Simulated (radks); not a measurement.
Question: Dy3+, configuration [Kr] 4d10 4f9 5s2 5p5.5 5f0.5 (fractional occupations, a model configuration). All-electron calculation, Dirac Kohn-Sham, PBE, spin-unpolarised, spherical densities, point nucleus; open shells fill j = l - 1/2 first. Program: a radial shooting solver on a logarithmic mesh with Libxc functionals.

Spin-orbit splittings of the eigenvalues, e(l+1/2) - e(l-1/2), with zeta = 2 splitting/(2l+1) and mean radii in bohr:

shell  occ.  splitting (eV)  zeta (eV)  <r> j=l-1/2  <r> j=l+1/2
2p        6           800.2      533.5      0.07438      0.08143
3p        6           166.2      110.8       0.2238       0.2371
3d       10           36.28      14.51       0.2096       0.2138
4p        6               ?          ?       0.5398       0.5702
4d       10           6.760      2.704       0.6018       0.6125
4f        9          0.9506     0.2716       0.7941       0.8052
5p      5.5           5.292      3.528        1.404        1.490
5f      0.5         0.02200   0.006286        4.518        4.533

Estimate the 4p splitting.

Answer: 37.22 eV (zeta = 24.81 eV).
